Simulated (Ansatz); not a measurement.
Wavefunction ladder for C2H9BOSi, SMILES `BC([SiH3])OC`

```xyz
14

B    -1.9324    0.0197   -0.0017
C    -0.4887   -0.4263   -0.0795
Si   -0.0181    1.3521   -0.8007
O     0.1923   -0.7060    1.1080
C     1.5047   -1.1644    0.9183
H    -2.4305    0.3692    1.0254
H    -2.5255    0.1263   -1.0388
H    -0.2242   -1.1080   -0.8988
H     1.2955    1.7063   -0.2099
H    -1.0042    2.3875   -0.3860
H     0.0564    1.3163   -2.2813
H     2.1324   -0.4137    0.4199
H     1.9204   -1.3732    1.9040
H     1.5219   -2.0858    0.3211
```

Total charge 0; spin multiplicity 1. The structure was optimised at the PBE0-D4/def2-TZVP level. It is one conformer, not always the lowest. Frozen core, restricted reference, the Gaussian-basis code of Ansatz. CBS rows extrapolate triple and quadruple zeta; past MP2 they add the triple-zeta difference.

| basis | HF (Eh) | MP2 corr. | CCSD corr. | (T) | CCSD(T) total |
| --- | --- | --- | --- | --- | --- |
| def2-TZVPP | -469.48085 | ? | -0.87935 | -0.03386 | ? |
| def2-QZVPP | ? | ? | – | – | – |
| CBS(def2) | -469.50097 | ? | -0.97805 | as TZ | ? |

Q: Fill in the withheld values. (Best estimate.)

A: Ansatz gave: def2-TZVPP MP2 corr.: -0.82140; def2-TZVPP CCSD(T) total: -470.39406; def2-QZVPP HF (Eh): -469.49853; def2-QZVPP MP2 corr.: -0.87810; CBS(def2) MP2 corr.: -0.92010; CBS(def2) CCSD(T) total: -470.51288.
